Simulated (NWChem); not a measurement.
System: GeHOCl, singlet; SMILES [Cl][Ge][OH]

```xyz
4

Ge     0.4329     0.4951     0.0000
Cl    -0.1721    -1.6123     0.0000
O     -1.2145     1.1777     0.0000
H     -1.2122     2.1438     0.0000
```
Atoms are numbered in this order, from 1.

Program: NWChem. Low-valent species are run as closed-shell singlets; no triplet was tried in these runs. Geometry: optimised at PBE0/def2-SVP. Ions are spin-unrestricted doublets at the neutral geometry; other ion states weren't tried.

**Question.** Predict the results for B3LYP/def2-SVP. Quantities: vertical ionisation energy, ΔSCF (eV); −ε(HOMO) (eV).

**Answer.** 
```
Item                                   Value
-------------------------------------  -----
vertical ionisation energy, ΔSCF (eV)   9.95
−ε(HOMO) (eV)                           7.35
```
